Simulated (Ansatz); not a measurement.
Cost and result for the atomization energy of C₄H₈Si, SMILES `C=C=C[SiH2]C` (13 atoms, 12 bonds).

Cartesian coordinates in Å:
```
C -0.4574 -2.1108 1.1838
C -0.4569 -0.8107 1.2412
C -0.4385 0.4895 1.2515
Si 0.1171 1.4647 -0.2393
C 0.5843 0.3262 -1.6397
H -1.3333 -2.6564 0.8495
H 0.4133 -2.6847 1.4821
H -0.7568 1.0088 2.1545
H 1.2716 2.3218 0.1531
H -0.9858 2.3803 -0.6477
H 0.9091 0.9024 -2.5090
H 1.3988 -0.3385 -1.3442
H -0.2655 -0.2926 -1.9357
```

Total charge 0; spin multiplicity 1. The structure was optimised at the PBE0-D4/def2-TZVP level. It is one conformer, not always the lowest. Program: Ansatz. All runs use 4 threads of an AMD EPYC 7B13 on a shared host. Times are those of one run each, without the atoms' runs, and a repeat can differ threefold. Electronic energies, without spin–orbit coupling; frozen cores. CCSD(T)/CBS adds CCSD(T) − MP2 in def2-TZVPP to the MP2 limit, and its time is that of the two runs behind it. T1 = 0.012. B3LYP takes the VWN-RPA correlation (the form of Gaussian; ORCA's B3LYP/G).

CCSD(T)/CBS is a level of theory with its own doubt, some kJ/mol a heavy atom from the limit and from the frozen cores, so smaller differences don't rank the functionals.

| level | functions | wall time |
| --- | --- | --- |
| PBE-D4/def2-TZVPP (with forces) | 278 | 2.3 s |
| PBE0-D4/def2-TZVPP | 278 | 2.7 s |
| r2SCAN-D4/def2-TZVPP (with forces) | 278 | 3.7 s |
| B3LYP-D4/def2-TZVPP (with forces) | 278 | 4.4 s |
| B2PLYP/def2-TZVPP | 278 | 5.5 s |
| ωB97X-V/def2-TZVPP | 278 | 6.5 s |
| ωB97M-V/def2-TZVPP (with forces) | 278 | 9.5 s |
| MP2/def2-QZVPP | 538 | 25 s |
| CCSD(T)/def2-TZVPP | 278 | 2.1 min |
| CCSD(T)/CBS(def2) | – | 2.5 min |

(1) What atomization energy does each give, and how far from CCSD(T)/CBS? (Estimate.)

Results:

(1) Ansatz gave: 
```tsv
level	atomization (kcal/mol)	difference from CCSD(T)/CBS	per bond
PBE-D4/def2-TZVPP (with forces)	1246.2	25.7	2.1
PBE0-D4/def2-TZVPP	1229.5	9.0	0.8
r2SCAN-D4/def2-TZVPP (with forces)	1228.0	7.5	0.6
B3LYP-D4/def2-TZVPP (with forces)	1226.1	5.6	0.5
B2PLYP/def2-TZVPP	1212.1	-8.4	-0.7
ωB97X-V/def2-TZVPP	1223.6	3.1	0.3
ωB97M-V/def2-TZVPP (with forces)	1225.9	5.4	0.5
MP2/def2-QZVPP	1222.1	1.6	0.1
CCSD(T)/def2-TZVPP	1192.8	-27.7	-2.3
CCSD(T)/CBS(def2)	1220.5	0.0	0.0
```

From PBE to PBE0 (25 % exact exchange), in def2-TZVPP and without D4, the atomization energy moves by −15.8 kcal/mol: exact exchange takes away binding that semilocal exchange gives to molecules. The D4 term adds +10.0 kcal/mol with B3LYP and +5.3 kcal/mol with PBE0; it sums over pairs of atoms, weighted by their polarisabilities, and B3LYP, whose exchange is more repulsive, gets the larger term. In def2-TZVPP, CCSD(T) changes the Hartree–Fock value by +272.0 kcal/mol (the triples alone add +16.7 kcal/mol) and MP2 by +285.0 kcal/mol; breaking electron pairs costs correlation energy, which Hartree–Fock lacks.
